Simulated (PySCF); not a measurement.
Species: C5H6F2O2S.
Cartesian coordinates in Å at the PBE0-D3(BJ)/def2-SVP level; atoms count from 1:
```xyz
16
C5H6F2O2S angstrom
O      2.534   -0.435    1.115
S      1.527   -0.543    0.073
O      1.767   -1.334   -1.128
C     -0.030   -1.071    0.781
C     -1.161   -0.775   -0.184
F     -2.303   -1.393    0.264
C     -1.421    0.715   -0.306
C     -0.195    1.531   -0.577
C      1.062    1.116   -0.437
F      2.114    1.874   -0.685
H     -0.148   -0.558    1.747
H      0.091   -2.152    0.946
H     -0.902   -1.202   -1.169
H     -2.166    0.891   -1.098
H     -1.891    1.058    0.634
H     -0.330    2.568   -0.900
```

Linear response at CAM-B3LYP/def2-SVPD (PySCF, frozen core in the response, non-relativistic). One conformer (not necessarily the lowest) at the PBE0-D3(BJ)/def2-SVP geometry, without solvent, vibrations or thermal averaging.

Static isotropic polarisability: 82.62 au (12.24 Å³), principal values 68.5, 81.0, 98.3 au.

**Question.** What is the polarisability at 1064 nm and at the sodium D line?

**Answer.** 83.22 au at 1064 nm (+0.7 %), 84.64 au at 589.3 nm (+2.4 %). The rise at 589.3 nm is 3.37 times that at 1064 nm; a pure ω² law gives 3.26. The lowest singlet lies at 184 nm, shorter than both wavelengths.

**Question.** What is the isotropic C6 coefficient between two such molecules, C6 = (3/π)∫α(iω)² dω?

**Answer.** 3150 au (Eh·bohr⁶) by a ten-point quadrature over imaginary frequencies, which is 1880 eV·Å⁶ or 182 J·nm⁶/mol.

**Question.** Which effective excitation energy ω̄ makes London's formula C6 = (3/4)α²ω̄ exact here?

**Answer.** ω̄ = 4·C6/(3α²) = 0.615 Eh = 16.7 eV. A one-pole form α(ω) = α/(1 − ω²/ω̄²) fitted to the 1064 nm value gives 13.7 eV.

**Question.** How anisotropic is the static polarisability, by Δα² = ½[(α1 − α2)² + (α2 − α3)² + (α3 − α1)²]?

**Answer.** Δα = 25.9 au, or 0.31 of the isotropic value.

**Question.** What three-body coefficient follows from the one-pole estimate C9 = (3/4)·α·C6?

**Answer.** 195000 au. This is an estimate from the two numbers above, not a computed integral.

**Question.** What n − 1 at the D line would an ideal gas of it have at 273.15 K and 1 atm (2.6868 × 10¹⁹ cm⁻³), by n − 1 = 2π·N·α′?

**Answer.** 21.17 × 10⁻⁴, a formal value whether or not that pressure can be reached.

**Question.** How many electrons N does the Slater–Kirkwood formula C6 = (3/4)·√N·α^(3/2) need to give this C6?

**Answer.** N = (4·C6/3)²/α³ = 31.3; the species has 86 electrons in all.
